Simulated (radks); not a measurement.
Numerical settings for neutral iodine, [Kr] 4d10 5s2 5p5. Calculated with a radial shooting solver on a logarithmic mesh with Libxc functionals: scalar-relativistic Kohn-Sham, BLYP, spin-polarised, spherical densities, point nucleus; open shells are filled with parallel spins first (spin-orbit coupling, left out, can overturn this in heavy ions). The defaults (mesh step 0.008 in ln r, mesh end at 40 bohr or more with all orbitals vanishing there, Anderson mixing 0.5 over 9 steps, residual threshold near 1e-9 with the energy settled to 1e-9 hartree or 1e-11 of itself, here a cap of 71 iterations) give E = -7117.0696 hartree and 5p at -6.623 eV in 13 iterations. Run on one thread of a shared host, so times are rough (Arm Neoverse V2): 0.21 s of CPU time, 0.21 s wall, 13 iterations on 2725 mesh points. Changes against that run (0 stands for a change within the tolerance of the run):

setting,iterations,converged,E (mhartree),e(5p) (meV),CPU (s)
mesh step in ln r 0.05,13,yes,+0.0753,0,0.04
mesh step in ln r 0.08,4,no,diverged,-,0.04
mesh step in ln r 0.005,13,yes,0,0,0.32
mesh end (bohr) 400,13,yes,0,0,0.21
mesh end (bohr) 1,14,level above zero,+3.24e+05,+1.04e+06,0.28
residual threshold 0.001,9,yes,0,+0.279,0.16
residual threshold 1e-13,20,yes,0,0,0.25
mixing 1.5,14,yes,0,0,0.22
"linear mixing, mixing 0.05",71,no,+2.68,-117,1
"linear mixing, mixing 0.2",71,no,0,0,0.9
mixing history 3,16,yes,0,0,0.23
iteration cap 5,5,no,-0.162,-19.7,0.1

Settled on a wrong energy, with an occupied level pushed above zero by the early mesh end: mesh end (bohr) 1 (+324 hartree). Apart from these: no run marked as converged misses the energy by more than 1 mhartree. A mesh that ends early acts as a hard wall.
